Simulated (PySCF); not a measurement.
Isomers of C3H6Si. All species are isolated molecules in the gas phase. One relaxed conformer stands for each flexible species; it need not be the lowest. Strings in code marks are SMILES.

All values below come from PySCF with B3LYP-D3(BJ)/def2-TZVP. All candidates: neutral, multiplicity 1. B3LYP has the VWN-RPA correlation part, as in Gaussian. 

```json
{
  "LUMO": "-0.76 eV",
  "HOMO–LUMO gap": "6.35 eV",
  "HOMO": "-7.10 eV"
}
```

Say which member has these values.
A. `C[Si]1=CC1`
B. `C=C=C[SiH3]`
C. `CC=C=[SiH2]`
D. `C=C1C[SiH2]1`

D, `C=C1C[SiH2]1`. The others give `CC=C=[SiH2]`: -1.14 eV, 4.80 eV, -5.94 eV; `C[Si]1=CC1`: -0.68 eV, 4.73 eV, -5.40 eV; `C=C=C[SiH3]`: -0.41 eV, 6.91 eV, -7.31 eV
